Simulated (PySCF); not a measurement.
**What PySCF settings do for Mg³⁺**

Base input, run as `OMP_NUM_THREADS=1 python input.py` with PySCF 2.14:

```python
from pyscf import gto, scf, ci

mol = gto.M(
    atom='Mg 0 0 0',
    basis='jorge-tzp-dkh',
    charge=3,
    spin=1,
    verbose=4,
)
mf = scf.UHF(mol)
mf = mf.sfx2c1e()
mf.kernel()
ci.CISD(mf, frozen=1).kernel()
mf.dip_moment()
print('orbital energies (hartree):', [e[max(0, n-3):n+3].round(4) for e, n in zip(mf.mo_energy, mol.nelec)])
```

Base result: E(SCF) = -196.232516 Eh, 7 cycles, E(CISD) − E(SCF) = -0.02986 Eh, ⟨S²⟩ = 0.750. No search for the lowest solution was made.

Hardware: Arm Neoverse V2, 1 thread, shared host. Wall time 1 s, peak memory 0.21 GiB.

Each row names what differs from the base; energies in brackets are changes from the base.

| change | result |
| --- | --- |
| step after the SCF: cisd → tdhf; number of roots: default → 3 | E(SCF) = -196.232516 Eh (+0.0000 eV), 7 cycles, ⟨S²⟩ = 0.750, first excitations without spin–orbit coupling 0.00, 0.00, 40.89 eV |
| step after the SCF: cisd → ccsd; frozen orbitals: 1 → 0 | E(SCF) = -196.232516 Eh (+0.0000 eV), 7 cycles, E(CCSD) − E(SCF) = -0.04479 Eh, ⟨S²⟩ = 0.750 |
| charge: 3 → 4; spin (2S): 1 → 0 [another spin of the ion may lie lower] | E(SCF) = -191.983741 Eh (+115.6150 eV), 6 cycles, E(CISD) − E(SCF) = -0.09312 Eh |
| Cartesian functions: off → on | E(SCF) = -196.235081 Eh (-0.0698 eV), 7 cycles, E(CISD) − E(SCF) = -0.03552 Eh, ⟨S²⟩ = 0.750 |
| functional: none (Hartree–Fock) → b3lyp5; SCF type: UHF → UKS; step after the SCF: cisd → analyze | E(SCF) = -196.547646 Eh, ⟨S²⟩ = 0.750 |
| functional: none (Hartree–Fock) → o3lyp; SCF type: UHF → UKS; step after the SCF: cisd → analyze | E(SCF) = -196.558052 Eh, ⟨S²⟩ = 0.750 |
| spin (2S): 1 → 11 [unsound on purpose] | stops with AssertionError |
| functional: none (Hartree–Fock) → hf,lyp; SCF type: UHF → UKS; step after the SCF: cisd → analyze | E(SCF) = -196.590676 Eh, 7 cycles, ⟨S²⟩ = 0.750 |
| functional: none (Hartree–Fock) → x3lyp; SCF type: UHF → UKS; step after the SCF: cisd → analyze | E(SCF) = -196.551764 Eh, ⟨S²⟩ = 0.750 |
| initial guess: minao → hcore | E(SCF) = -196.232516 Eh (+0.0000 eV), 6 cycles, E(CISD) − E(SCF) = -0.02986 Eh, ⟨S²⟩ = 0.750 |
| spin (2S): 1 → 2 [unsound on purpose] | stops with RuntimeError (Electron number 9 and spin 2 are not consistent) |
| frozen orbitals: 1 → 9 [unsound on purpose] | stops with ValueError (cannot reshape array of size 1728 into shape (35,35)) after the SCF |
| functional: none (Hartree–Fock) → revtpss; SCF type: UHF → UKS; step after the SCF: cisd → analyze | E(SCF) = -196.531362 Eh, ⟨S²⟩ = 0.750 |
| step after the SCF: cisd → ccsd(t) | E(SCF) = -196.232516 Eh (+0.0000 eV), 7 cycles, E(CCSD) − E(SCF) = -0.02993 Eh, (T) = -0.00030 Eh, ⟨S²⟩ = 0.750 |
| spin-free X2C: on → off [unsound on purpose] | E(SCF) = -195.893541 Eh, 7 cycles, E(CISD) − E(SCF) = -0.02990 Eh, ⟨S²⟩ = 0.750 |
| spin (2S): 1 → 5 [a high spin state] | E(SCF) = -190.614589 Eh, 7 cycles, E(CISD) − E(SCF) = -0.02360 Eh, ⟨S²⟩ = 8.751 |
| basis set: jorge-tzp-dkh → aug-cc-pvtz; spin-free X2C: on → off | E(SCF) = -195.889461 Eh, 6 cycles, E(CISD) − E(SCF) = -0.00704 Eh, ⟨S²⟩ = 0.750 |
| spin (2S): 1 → 3 [a high spin state] | E(SCF) = -193.750916 Eh (+67.5278 eV), 7 cycles, E(CISD) − E(SCF) = -0.02501 Eh, ⟨S²⟩ = 3.751 |
